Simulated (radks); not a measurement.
The numbers below are computed, except where a source is named.
Spherical jellium clusters: N electrons in a uniform positive sphere of charge N and radius rs N^(1/3), rs = 2.49 bohr. Level of theory: non-relativistic Kohn-Sham, LDA (Slater exchange, Perdew-Wang correlation), spin-polarised, spherical densities (a radial shooting solver with Libxc functionals). Levels are named by radial order and angular momentum (1s, 1p, 1d, 2s, ...), and open shells are averaged over m.

N = 10, configuration 1s2 1p6 1d(up 2, down 0). This is the lowest configuration that the search found. Occupied and some empty levels:

level,occupation,eigenvalue (eV),<r> (bohr)
1s up,1,-8.4995,3.520
1s down,1,-8.2293,3.454
1p up,3,-5.6679,4.457
1p down,3,-5.2944,4.433
1d up,2,-2.5772,5.472
2s up,0,-2.2127,5.851
1d down,0,-2.1824,5.534
2s down,0,-1.9696,5.981
2p up,0,-0.44690,9.625
2p down,0,-0.31482,10.33

Energy (eV): total -9.83981, kinetic 38.395, external -576.48, Hartree 274.76, exchange-correlation -50.866, background 304.35.

Electron density:

r (bohr),n(r) (e/bohr^3)
0.190,0.01038
0.666,0.01113
1.14,0.01252
1.62,0.01421
2.10,0.01574
2.57,0.01665
3.05,0.01657
3.53,0.01536
4.00,0.01315
4.48,0.01034
4.96,0.007450
5.43,0.004966
5.91,0.003119
6.39,0.001888
6.86,0.001118
7.34,0.0006512
7.82,0.0003764
8.29,0.0002168
8.77,0.0001246
9.25,0.00007165
